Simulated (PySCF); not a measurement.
**How methods differ on the excitation energy of Cr**

Cr [Ar] 3d5 4s1 (7S) → Cr [Ar] 3d4 4s1 4p1 (high-spin determinant), as a difference of total energies. All numbers are calculated (PySCF 2.14, scalar relativity by spin-free X2C-1e, in x2c-TZVPPall with one added diffuse shell each of s, p, d, f type (7s6p5d3f1g, 80 functions)). Correlated levels: valence: [Ar] frozen; valence and next inner shell: [Ne] frozen. The calculations carry no spin-orbit coupling.

```tsv
method	excitation energy (eV)
UHF	1.846
LDA	4.132
PBE	3.855
PBE0	3.465
r2SCAN	3.624
revPBE	3.808
MN15	3.645
B97-3	3.348
MP2 (valence)	2.802
SCS-MP2 (valence)	2.165
MP2 (valence and next inner shell)	3.377
SCS-MP2 (valence and next inner shell)	2.706
```

Task: How much does correlation contribute at MP2 (valence and next inner shell)?

Result: 3.377 − (1.846) = 1.531 eV, measured against UHF.

A first-order spin-orbit estimate (lowest level to lowest level, LS coupling) adds -0.055 eV.

The determinant of the upper state mixes LS terms, which raises its energy above the lowest term, most at the Hartree-Fock and MP2 levels.
